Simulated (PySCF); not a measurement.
## Xe (xenon, neutral) across methods

[Kr] 4d10 5s1 5p6 6s1, high-spin 3S determinant (an excited configuration). Computed with PySCF 2.14 in aug-cc-pVQZ-DK3 (9s8p6d3f2g, 102 functions), with the spin-free X2C one-electron Hamiltonian (Gaussian nucleus).

| method | E (hartree) | mean ε 5p α (eV) | mean ε 5p β (eV) | mean ε 6s α (eV) | Σ⟨r²⟩ (bohr²) | ⟨S²⟩ |
| --- | --- | --- | --- | --- | --- | --- |
| MN15 | -7450.64 | -14.753 | -13.365 | -2.824 | 82.49 | 2.002 |
| PBE0 | -7445.04 | -14.135 | -12.849 | -2.490 | 83.73 | 2.001 |
| PBE | -7444.99 | -12.639 | -11.848 | -2.072 | 83.34 | 2.000 |
| LDA | -7438.70 | -12.734 | -12.048 | -2.198 | 82.70 | 2.000 |
| wB97X | -7445.66 | -16.418 | -15.011 | -3.457 | 83.59 | 2.003 |
| UHF | -7442.31833 | -17.677 | -14.614 | -3.315 | 86.02 | 2.009 |
| r2SCAN | -7445.39 | -13.211 | -12.186 | -2.142 | 84.27 | 2.002 |
| M06-2X | -7446.03 | -15.721 | -13.827 | -3.133 | 84.56 | 2.017 |

The outer electron is Rydberg-like, and this basis confines it to a smaller radius and binds it less than a complete one would.
